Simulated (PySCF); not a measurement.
# Bond lengths and vibrations by method: BCFH3Si cation

Calculated results; nothing here was measured. The program is PySCF 2.14.0, an open-source quantum chemistry code, run on an isolated molecule that a program drew, which may never have been made. The molecule is BCFH3Si cation (charge +1, singlet), drawn as the SMILES string `C=B[SiH+]F`.

The geometry was optimised and harmonic frequencies were computed with HF and MP2, all in the cc-pV(D+d)Z basis, for the commonest isotopes, with a restricted reference for singlets and an unrestricted one otherwise, and a frozen core in MP2. Each result is a local minimum of its method.

Geometry at the HF minimum:
```xyz
7
BCFH3Si cation, angstrom
C    -2.8682   -2.0832    0.8136
B    -1.7693   -1.7150    0.0373
Si   -0.2390   -1.2231   -0.9948
F    -0.4886   -0.6323   -2.4201
H    -2.7592   -2.4995    1.8121
H    -3.8896   -1.9719    0.4577
H     1.1646   -1.3257   -0.6262
```

Lengths of the bonds as drawn, in Å (atoms numbered as above):
```
bond,HF,MP2
C1-B2,1.395,1.407
B2-Si3,1.910,1.924
Si3-F4,1.563,1.586
C1-H5,1.087,1.101
C1-H6,1.087,1.102
Si3-H7,1.455,1.463
```

Rotational constants, in GHz:
```
constant     HF    MP2
       A  23.27  22.76
       B  2.777  2.723
       C   2.48  2.432
```

Harmonic frequencies in cm^-1, each column in rising order, so a row needn't be the same motion in every method:
| rank | HF | MP2 |
|---|---|---|
| 1 | 127 | 116 |
| 2 | 149 | 146 |
| 3 | 327 | 292 |
| 4 | 356 | 341 |
| 5 | 590 | 558 |
| 6 | 613 | 565 |
| 7 | 730 | 634 |
| 8 | 867 | 817 |
| 9 | 1023 | 850 |
| 10 | 1029 | 981 |
| 11 | 1395 | 1294 |
| 12 | 1610 | 1560 |
| 13 | 2478 | ? |
| 14 | 3286 | 3148 |
| 15 | 3379 | 3243 |

**Estimate the missing MP2 frequency from the HF column.**

A single factor s that minimises the squared misfit of MP2 against s times HF over the other rows is sum(HF x MP2) / sum(HF^2) = 0.9505, with an rms misfit of 40 cm^-1. For rank 13 it gives 0.9505 x 2478 = 2355 cm^-1. The calculation gives 2404 cm^-1, 49 cm^-1 above the estimate. The drawn bonds are on average 1.0 % longer in MP2 than in HF.
